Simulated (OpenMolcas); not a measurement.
# Tm2+ in a ligand field

Tm2+ with 6 ligands (fluoride) in octahedral coordination (Oh) at 2.34 Å. A charge of +0.667 e stands 3.2 Å behind each ligand. Ligand basis ANO-RCC-VDZP.

* Program: OpenMolcas 26.06
* Method: CASSCF
* Basis: ANO-RCC-VDZP [7s6p4d2f1g]
* Scalar Hamiltonian: DKH2, point nucleus
* Active space: 13 electrons in 7 orbitals (4f)
* State averaging: 2S+1 = 2 odd, 7 roots
* Spin-orbit coupling: state interaction with AMFI integrals over the reference wave functions

The lowest spin-free states (labels of O, the rotations of Oh), above the lowest:

```
State  Degeneracy  E (cm-1)
  2T1           3       0.0
  2T2           3     303.0
  2A2           1     481.8
```

The lowest levels with spin-orbit coupling:

```csv
E (cm-1),Degeneracy,Label,2S+1,g
0.0,2,Γ6,2,2.66 2.66 2.66
191.4,4,Γ8,2,
411.6,2,Γ7,2,3.41 3.41 3.41
8929,4,Γ8,2,
9188,2,Γ7,2,1.41 1.41 1.41
```

Powder χT (cm3 K/mol): 0.691 at 2 K, 0.802 at 10 K, 1.35 at 50 K, 1.89 at 100 K, 2.32 at 200 K, 2.45 at 300 K. The effective moment at 300 K is 2.828 √(χT) = 4.42 μB.

Hund's rules give f13 the level 2F7/2 with g = 1.143, so an isolated free-ion multiplet has χT = g² J(J+1) / 8 = 2.571 cm3 K/mol. The computed 2.447 at 300 K differs by -5 %, through the field's splitting, the mixing of terms and any other multiplet in reach.

Stevens parameters of the J = 7/2 multiplet, which is 412 cm-1 wide (cm-1, z along the main axis): B40 = -2.097e-01, B44 = -1.048e+00, B60 = 8.917e-04, B64 = -1.872e-02.

Metal share of the active 4f orbitals (Löwdin): 100, 100, 100, 100, 100, 100, 100 %; Mulliken charge of the metal 1.80.

Without dynamic correlation the ligand-field splitting of an f shell can come out too small, at times by half. No measured value stands beside these numbers; the geometry is a model, was not optimised and need not be the one that this ion takes.

The RASSCF and RASSI steps took 23 s on 1 thread of Arm Neoverse V2, on a shared host; the integral step is not counted.
